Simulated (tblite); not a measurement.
Species: C6H10BNS2.
Bonds: C1–C2 (double), C2–C3, C3–N4, N4–B5, B5–S6, S6–C7, C7–C8 (double), C8–C9, C8–S10, B5–S10. Hydrogens: H11, H12 on C1; H13 on C2; H14, H15 on C3; H16 on N4; H17 on C7; H18, H19, H20 on C9.

Computed with GFN2-xTB (tblite), gas phase: L-BFGS steps from a force-field or distance-geometry start until the largest atomic force falls under 0.01 eV/Å.

At the end of the run (lengths in Å): N4–B5 1.389, B5–S10 1.814, B5–S6 1.814, C7=C8 1.334, C7–H17 1.075, C8–S10 1.766, C2–C3 1.504, S6–B5–S10 113.3°, C3–N4–B5 126.6°, B5–S6–C7 94.2°, C2–C3–N4 113.8°, C1–C2–C3–N4 6°, C2–C3–N4–B5 -100°, C3–N4–B5–S6 -6°, H16–N4–B5–S6 -177°, H14–C3–N4–B5 21°.

Question: These geometries were met on the way; a selection of coordinates is given. Order them by energy above the end point, lowest first.
A. N4–B5 1.503, B5–S10 1.891, B5–S6 1.884, C7=C8 1.273, C7–H17 1.125, C8–S10 1.768, C2–C3 1.464, S6–B5–S10 100.3°, C3–N4–B5 114.7°, B5–S6–C7 100.5°, C2–C3–N4 108.0°, C1–C2–C3–N4 -1°, C2–C3–N4–B5 -66°, C3–N4–B5–S6 -11°, H16–N4–B5–S6 -136°, H14–C3–N4–B5 60°
B. N4–B5 1.395, B5–S10 1.832, B5–S6 1.818, C7=C8 1.348, C7–H17 1.068, C8–S10 1.745, C2–C3 1.490, S6–B5–S10 113.1°, C3–N4–B5 122.2°, B5–S6–C7 92.5°, C2–C3–N4 110.5°, C1–C2–C3–N4 -7°, C2–C3–N4–B5 -82°, C3–N4–B5–S6 15°, H16–N4–B5–S6 -147°, H14–C3–N4–B5 40°
C. N4–B5 1.390, B5–S10 1.805, B5–S6 1.811, C7=C8 1.337, C7–H17 1.076, C8–S10 1.767, C2–C3 1.502, S6–B5–S10 113.3°, C3–N4–B5 121.5°, B5–S6–C7 94.3°, C2–C3–N4 115.1°, C1–C2–C3–N4 -9°, C2–C3–N4–B5 -84°, C3–N4–B5–S6 10°, H16–N4–B5–S6 -177°, H14–C3–N4–B5 35°
D. N4–B5 1.389, B5–S10 1.793, B5–S6 1.809, C7=C8 1.336, C7–H17 1.076, C8–S10 1.774, C2–C3 1.507, S6–B5–S10 114.6°, C3–N4–B5 121.7°, B5–S6–C7 93.4°, C2–C3–N4 114.1°, C1–C2–C3–N4 -9°, C2–C3–N4–B5 -80°, C3–N4–B5–S6 8°, H16–N4–B5–S6 -161°, H14–C3–N4–B5 39°
E. N4–B5 1.415, B5–S10 1.831, B5–S6 1.860, C7=C8 1.305, C7–H17 1.090, C8–S10 1.812, C2–C3 1.504, S6–B5–S10 107.1°, C3–N4–B5 120.0°, B5–S6–C7 96.3°, C2–C3–N4 107.9°, C1–C2–C3–N4 -7°, C2–C3–N4–B5 -72°, C3–N4–B5–S6 4°, H16–N4–B5–S6 -133°, H14–C3–N4–B5 49°

Answer: C (0.151 eV), D (0.247 eV), B (0.407 eV), E (0.798 eV), A (1.657 eV).

| step | E above end (eV) | rms distance from the end, all atoms (Å) | largest force (eV/Å) | rms shift of all bonds from the end (Å) |
| --- | --- | --- | --- | --- |
| 23 | 0.151 | 0.525 | 0.226 | 0.003 |
| 13 | 0.247 | 0.573 | 0.378 | 0.006 |
| 7 | 0.407 | 0.597 | 0.928 | 0.009 |
| 3 | 0.798 | 0.620 | 1.874 | 0.020 |
| 0 | 1.657 | 0.636 | 4.339 | 0.044 |

Rows stand in the order of the answer.
